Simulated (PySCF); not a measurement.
CH6OSiSn, SMILES C[O][Sn][SiH3] (connectivity only; charge and spin as stated), neutral, multiplicity 1. Coordinates come from a PBE-D3(BJ)/def2-SVP optimisation. The structure was generated by enumeration; whether it is a known compound was not checked. The def2 effective core potentials stand for the cores of Sn; spin–orbit coupling is left out. One conformer was computed; it need not be the lowest.

Calculation: PBE-D3(BJ)/def2-SVP in PySCF.

Harmonic wavenumbers (cm⁻¹): 89, 101, 113, 139, 231, 251, 316, 383, 487, 801, 894, 905, 1089, 1119, 1134, 1402, 1406, 1416, 2102, 2120, 2126, 2891, 2969, 2983. Rotational constants (GHz): 2.830, 2.374, 1.322; symmetry number 1.

Task: Work out the zero-point energy and the ideal-gas rigid-rotor harmonic-oscillator thermochemistry at 298.15 K and 1 atm.

Result: ZPE = ½ Σ hcν = ½ × 27467 cm⁻¹ = 164.29 kJ/mol. H − E(el) = 187.59 kJ/mol. Entropy in J/(mol K): translation 173.57, rotation 117.08, vibration 85.82, total 376.48. G − E(el) = 75.35 kJ/mol. Cp = 110.78 J/(mol K). Modes under 150 cm⁻¹ make the vibrational entropy uncertain.
